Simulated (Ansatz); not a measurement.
S (SMILES [S]), triplet; HF/STO-3G (Ansatz, a quantum-chemistry and plane-wave program).

Here is a job for Ansatz.
Ansatz 0.2 input:
```yaml
crystal:
  periodic: [false, false, false]
  atoms:
    - {symbol: S, position_ang: [0.00000000, 0.00000000, 0.00000000]}
basis:
  gaussian:
    orbitals: STO-3G
hamiltonian:
  xc: hf
magnetization: {spin_polarized: true, initial_magnetization: 2}
scf: {lower_state_search: light}
```

The log (banner, timings and long lists left out):

```
Functional definition: HF
42 factors; integrals over basis functions are off by at most 1.6e-6 eV
mean field evaluation 1: about -10697.6169 eV, gradient 9.4e-1 eV
mean field evaluation 2: about -10697.6182 eV, gradient 8.6e-2 eV
mean field evaluation 4: about -10697.6182 eV, gradient 1.3e-1 eV
mean field evaluation 8: about -10697.6182 eV, gradient 8.7e-2 eV
mean field -10697.61824500 eV, -393.1302193978 hartree, gradient 1.7e-5 eV, S^2 2.000000; 2 other end points of the search recorded, 0 dependent functions left out
reference -10697.61824500 eV, -393.1302193978 hartree; 9, 7 occupied and 0, 2 virtual orbitals, 42 factors
Total energy: -10697.61824500 eV, -393.1302193978 hartree
```
